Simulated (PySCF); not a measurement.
# CoBr₂⁺ + 2 HF → CoF₂⁺ + 2 HBr

Level: PBE0 in the def2-TZVP basis family, all electrons, no relativity, computed in PySCF with density fitting; open shells unrestricted.

```csv
species,state and structure,E (Eh),ZPE (kJ/mol),H(298 K) − H(0) (kJ/mol),S° (J/(mol K))
CoBr₂⁺,"quintet, D∞h, Co–Br 2.189 Å (×2)",-6530.00665,4.7,15.1,318.6
HF,"singlet, C∞v, H–F 0.920 Å",-100.39188,24.9,8.7,173.6
CoF₂⁺,"quintet, D∞h, Co–F 1.661 Å (×2)",-1581.78539,10.5,13.3,279.6
HBr,"singlet, C∞v, H–Br 1.421 Å",-2574.45811,16.0,8.7,198.5
```

(1) What is the electronic reaction energy?

(2) Add zero-point, thermal and entropy terms for 298.15 K and 1 bar.

## Answers

(1) At PBE0/def2-TZVP, ΔE = 233.1 kJ/mol from the differences of the total energies times 2625.5, uphill. 

(2) ΔZPE = -12.0 and Δ[H(298) − H(0)] = -1.8 kJ/mol give ΔH° = 219.3 kJ/mol. ΔS° = 10.8 J/(mol K), so ΔG° = 219.3 − 298.15 × (0.0108) = 216 kJ/mol.

Open d or f shells are single determinants, so the state found may not be the ground state. The structures come from searches over a few start shapes, so lower isomers are not excluded.
